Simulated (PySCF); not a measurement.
singlet methylene (CH2), singlet, at a GFN2-xTB geometry, atoms displaced at random by about 0.02 Å a coordinate; PySCF with B3LYP/3-21G.

The PySCF input:
```python
from pyscf import gto, scf, dft
from pyscf.geomopt import geometric_solver

mol = gto.Mole()
mol.atom = '''
    C    -0.020386    0.031940    0.132808
    H     0.039843    0.918785   -0.499435
    H    -0.017333   -0.902792   -0.483828
'''
mol.basis = '3-21g'
mol.charge = 0
mol.spin = 0
mol.verbose = 3
mol.build()

def method(m):
    mf = dft.RKS(m)
    mf.xc = 'b3lyp'
    return mf

conv, mol_eq = geometric_solver.kernel(method(mol), maxsteps=100, convergence_set='GAU_LOOSE')
print('optimisation converged:', conv)
print(mol_eq.tostring(format='xyz'))
mf = method(mol_eq)
mf.kernel()
```

The log (banner, timings and long lists left out):

```
Custom engine selected.
Bonds will be generated from interatomic distances less than 1.20 times sum of covalent radii
9 internal coordinates being used (instead of 9 Cartesians)
Internal coordinate system (atoms numbered from 1):
Distance 1-2
Distance 1-3
Angle 2-1-3
Translation-X 1-3
Translation-Y 1-3
Translation-Z 1-3
Rotation-A 1-3
Rotation-B 1-3
Rotation-C 1-3
<class 'geometric.internal.Distance'> : 2
<class 'geometric.internal.Angle'> : 1
<class 'geometric.internal.TranslationX'> : 1
<class 'geometric.internal.TranslationY'> : 1
<class 'geometric.internal.TranslationZ'> : 1
<class 'geometric.internal.RotationA'> : 1
<class 'geometric.internal.RotationB'> : 1
<class 'geometric.internal.RotationC'> : 1
> ===== Optimization Info: ====
> Job type: Energy minimization
> Maximum number of optimization cycles: 100
> Initial / maximum trust radius (Angstrom): 0.100 / 0.300
> Convergence Criteria:
> Will converge when all 5 criteria are reached:
>  |Delta-E| < 1.00e-06
>  RMS-Grad  < 1.70e-03
>  Max-Grad  < 2.50e-03
>  RMS-Disp  < 6.70e-03
>  Max-Disp  < 1.00e-02
> === End Optimization Info ===

Geometry optimization cycle 1
Cartesian coordinates (Angstrom)
 Atom        New coordinates             dX        dY        dZ
   C  -0.020386   0.031940   0.132808    0.000000  0.000000  0.000000
   H   0.039843   0.918785  -0.499435    0.000000  0.000000  0.000000
   H  -0.017333  -0.902792  -0.483828    0.000000  0.000000  0.000000

WARN: Mole.unit (angstrom) is changed to Bohr

converged SCF energy = -38.9051546585216
--------------- RKS_Scanner gradients ---------------
         x                y                z
0 C     0.0019377945     0.0139331562    -0.0291001940
1 H    -0.0011989946    -0.0057297855     0.0196980340
2 H    -0.0007414664    -0.0082005628     0.0094034091
----------------------------------------------
cycle 1: E = -38.9051546585  dE = -38.9052  norm(grad) = 0.0402891
Step    0 : Gradient = 2.326e-02/3.232e-02 (rms/max) Energy = -38.9051546585
Hessian Eigenvalues: 5.00000e-02 5.00000e-02 5.00000e-02 ... 1.60000e-01 3.15831e-01 3.47199e-01

Geometry optimization cycle 2
Cartesian coordinates (Angstrom)
 Atom        New coordinates             dX        dY        dZ
   C  -0.023362   0.023378   0.185781   -0.002976 -0.008562  0.052973
   H   0.040123   0.877177  -0.529152    0.000280 -0.041608 -0.029717
   H  -0.014552  -0.852711  -0.507124    0.002781  0.050081 -0.023296
converged SCF energy = -38.9079747357783
--------------- RKS_Scanner gradients ---------------
         x                y                z
0 C     0.0004603186     0.0005803440    -0.0085292240
1 H    -0.0003862101    -0.0047484196     0.0046136345
2 H    -0.0000741292     0.0041676016     0.0039174020
----------------------------------------------
cycle 2: E = -38.9079747358  dE = -0.00282008  norm(grad) = 0.0122474
Step    1 : Displace = 5.342e-02/5.531e-02 (rms/max) Trust = 1.000e-01 (=) Grad = 7.071e-03/8.561e-03 (rms/max) E (change) = -38.9079747358 (-2.820e-03) Quality = 1.116
Hessian Eigenvalues: 5.00000e-02 5.00000e-02 5.00000e-02 ... 1.49312e-01 3.20619e-01 3.34149e-01

Geometry optimization cycle 3
Cartesian coordinates (Angstrom)
 Atom        New coordinates             dX        dY        dZ
   C  -0.023844   0.022869   0.194773   -0.000482 -0.000509  0.008992
   H   0.040492   0.880914  -0.534009    0.000369  0.003737 -0.004857
   H  -0.014435  -0.855927  -0.511323    0.000118 -0.003215 -0.004199
converged SCF energy = -38.9081227446487
--------------- RKS_Scanner gradients ---------------
         x                y                z
0 C     0.0000254880    -0.0001102208    -0.0005492275
1 H    -0.0000248186    -0.0003962577     0.0002392452
2 H    -0.0000004893     0.0005058388     0.0003111665
----------------------------------------------
cycle 3: E = -38.9081227446  dE = -0.000148009  norm(grad) = 0.00093916
Step    2 : Displace = 7.001e-03/9.042e-03 (rms/max) Trust = 1.414e-01 (+) Grad = 5.422e-04/5.939e-04 (rms/max) E (change) = -38.9081227446 (-1.480e-04) Quality = 1.061
Hessian Eigenvalues: 5.00000e-02 5.00000e-02 5.00000e-02 ... 1.51114e-01 2.96261e-01 3.32057e-01

Geometry optimization cycle 4
Cartesian coordinates (Angstrom)
 Atom        New coordinates             dX        dY        dZ
   C  -0.023862   0.022954   0.195065   -0.000017  0.000085  0.000291
   H   0.040526   0.881740  -0.534170    0.000034  0.000826 -0.000160
   H  -0.014457  -0.856816  -0.511495   -0.000022 -0.000890 -0.000172
converged SCF energy = -38.9081237449964
--------------- RKS_Scanner gradients ---------------
         x                y                z
0 C     0.0000012959    -0.0000248365    -0.0000320044
1 H    -0.0000001613     0.0000111900     0.0000069204
2 H    -0.0000009654     0.0000130299     0.0000262525
----------------------------------------------
cycle 4: E = -38.908123745  dE = -1.00035e-06  norm(grad) = 5.17286e-05
Step    3 : Displace = 7.353e-04/9.100e-04 (rms/max) Trust = 2.000e-01 (+) Grad = 2.987e-05/4.053e-05 (rms/max) E (change) = -38.9081237450 (-1.000e-06) Quality = 1.018
Hessian Eigenvalues: 4.99971e-02 5.00000e-02 5.00000e-02 ... 1.48836e-01 2.96510e-01 3.30590e-01

Geometry optimization cycle 5
Cartesian coordinates (Angstrom)
 Atom        New coordinates             dX        dY        dZ
   C  -0.023868   0.022985   0.195118   -0.000006  0.000031  0.000053
   H   0.040527   0.881696  -0.534217    0.000001 -0.000044 -0.000047
   H  -0.014457  -0.856783  -0.511540   -0.000000  0.000034 -0.000045
converged SCF energy = -38.9081237488308
--------------- RKS_Scanner gradients ---------------
         x                y                z
0 C     0.0000002048    -0.0000043400     0.0000010083
1 H    -0.0000000436     0.0000008370    -0.0000013396
2 H     0.0000000116     0.0000028833     0.0000014929
----------------------------------------------
cycle 5: E = -38.9081237488  dE = -3.83439e-09  norm(grad) = 5.73878e-06
Step    4 : Displace = 5.861e-05/6.907e-05 (rms/max) Trust = 2.828e-01 (+) Grad = 3.313e-06/4.460e-06 (rms/max) E (change) = -38.9081237488 (-3.834e-09) Quality = 1.004
Hessian Eigenvalues: 4.99971e-02 5.00000e-02 5.00000e-02 ... 1.48836e-01 2.96510e-01 3.30590e-01
Converged! =D

optimisation converged: True
3
XYZ from PySCF
C          -0.02386816        0.02298452        0.19511810
H           0.04052747        0.88169573       -0.53421672
H          -0.01445725       -0.85678250       -0.51153976
converged SCF energy = -38.908123748921
```
